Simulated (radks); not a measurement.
Question: Radial electron density D(r) = 4 pi r^2 rho(r) of an atom or ion with 7 electrons. All-electron calculation, scalar-relativistic Kohn-Sham, LDA (Slater exchange, Perdew-Wang correlation), spin-unpolarised, spherical densities, finite nucleus; Fermi nuclear charge, rms radius of each element as measured or else 0.836 A^(1/3) + 0.57 fm. Program: a radial shooting solver on a logarithmic mesh with Libxc functionals.

```
   r/bohr * D(r) (the largest magnitude, 9.71, reaches the edge; | marks zero)
  0.00837 | *
  0.01022 |  *
  0.01249 |   *
  0.01537 |     *
  0.01878 |       *
  0.02312 |          *
  0.02824 |              *
  0.03449 |                    *
  0.04246 |                          *
  0.05186 |                                 *
  0.06335 |                                        *
  0.07799 |                                               *
  0.09526 |                                                    *
   0.1164 |                                                      *
   0.1433 |                                                   *
    0.175 |                                             *
   0.2154 |                                    *
   0.2631 |                           *
   0.3214 |                      *
   0.3957 |                     *
   0.4833 |                        *
   0.5903 |                            *
   0.7268 |                             *
   0.8877 |                          *
    1.084 |                   *
    1.335 |           *
     1.63 |    *
    2.007 | *
    2.452 *
    2.995 *
```

What is the nuclear charge?

Answer: Z = 9. The innermost maximum, from 1s, lies near gamma/Z bohr with gamma = sqrt(1 - (Z/c)^2) = 0.998, here 0.111 bohr (found: 0.115), and its height grows with Z. The density is that of the fluorine ion F2+ in [He] 2s2 2p3; the configuration itself is not fixed sharply by these data. D(r) has 2 maxima, at r = 0.115, 0.693 bohr, and minima at 0.365 bohr, inside which lie 2.21 electrons.
